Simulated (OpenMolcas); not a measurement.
**4f6 along the 60-electron sequence**

```
Program             : OpenMolcas 26.06
Method              : SS-CASPT2, IPEA 0.25 Eh, imaginary shift 0.1 Eh
Basis               : ANO-R2
Scalar Hamiltonian  : X2C, finite nucleus
Spin-orbit coupling : RASSI with atomic mean-field integrals over the reference wave functions, term energies averaged over their components
```

Active space for each ion: 6 electrons in 7 orbitals (4f); closed shells correlated by CASPT2: 5s 5p.

Computed levels in cm-1 above 7F0:

```json
{"Level": "7F1", "Sm2+": "342", "Eu3+": "427", "Gd4+": "529"}
{"Level": "7F2", "Sm2+": "941", "Eu3+": "1174", "Gd4+": "1441"}
{"Level": "7F3", "Sm2+": "1708", "Eu3+": "2130", "Gd4+": "2600"}
{"Level": "7F4", "Sm2+": "2580", "Eu3+": "3210", "Gd4+": "3900"}
{"Level": "7F5", "Sm2+": "3510", "Eu3+": "4370", "Gd4+": "5280"}
{"Level": "7F6", "Sm2+": "4460", "Eu3+": "5560", "Gd4+": "6690"}
{"Level": "5D0(1)", "Sm2+": "14030", "Eu3+": "17670", "Gd4+": "20170"}
{"Level": "5D1(1)", "Sm2+": "15340", "Eu3+": "19400", "Gd4+": "22350"}
{"Level": "5D2(1)", "Sm2+": "17360", "Eu3+": "21990", "Gd4+": "25510"}
{"Level": "weight of 7F in the lowest level (%)", "Sm2+": "93", "Eu3+": "93", "Gd4+": "92"}
```

Measured, with the error of the calculation in %. Measured levels: Sm2+ from Martin, Zalubas and Hagan, Atomic Energy Levels: The Rare-Earth Elements, NSRDS-NBS 60 (1978).

```csv
Level,Sm2+
7F1,293 (+16.5)
7F2,814 (+15.7)
7F3,1493 (+14.4)
7F4,2278 (+13.2)
7F5,3132 (+11.9)
7F6,4027 (+10.8)
```

The fine-structure level 7F6 changes by a factor of 1.5 from Sm2+ to Gd4+. Its fourth root runs 8.17, 8.64, 9.04, with steps per unit of Z of 0.46, 0.41; equal steps would mean a (Z - σ)^4 law with constant σ.

5D0(1) changes by a factor of 1.44 over the same range, with steps per unit of Z of +3640, +2500 cm-1.

Term energies are means over components that CASPT2 splits; among the terms shown or strongly mixed into the levels shown the widest spread is 590 cm-1 (4f6 7F, Sm2+). High states are left out of the spin-orbit mixing, which shifts the levels that they would mix with. Computed and measured levels are paired by configuration, term and J; levels that our copy of the source lacks, or whose pairing is in doubt (as where it misses far off the trend of its configuration), stay unpaired and out of the deviations. Levels of configurations outside the active space are missing.

A number in round brackets counts repeated terms of one configuration in the order of the reference energies.
